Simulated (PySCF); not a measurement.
## Ionisation energy of Br by level of theory

Br [Ar] 3d10 4s2 4p5 (2P) → Br⁺ [Ar] 3d10 4s2 4p4 (3P), as a difference of total energies. Calculation: PySCF 2.14, in cc-pVTZ-PP with ECP10MDF (5s4p3d1f, 39 functions); a scalar-relativistic core potential. Correlated levels: valence: 3s2 3p6 3d10 frozen. The calculations carry no spin-orbit coupling.

Question: Order these methods by the ionisation energy they give, lowest first.
A. CCSD(T) (valence)
B. CCSD (valence)
C. TPSS
D. M06-2X

Answer: B (11.552 eV), A (11.585 eV), D (11.643 eV), C (11.793 eV).

Errors of the correlated levels include the incompleteness of this basis and the frozen core.

For comparison: 11.844 eV (measured; NIST levels, between the centres of gravity of the two terms).
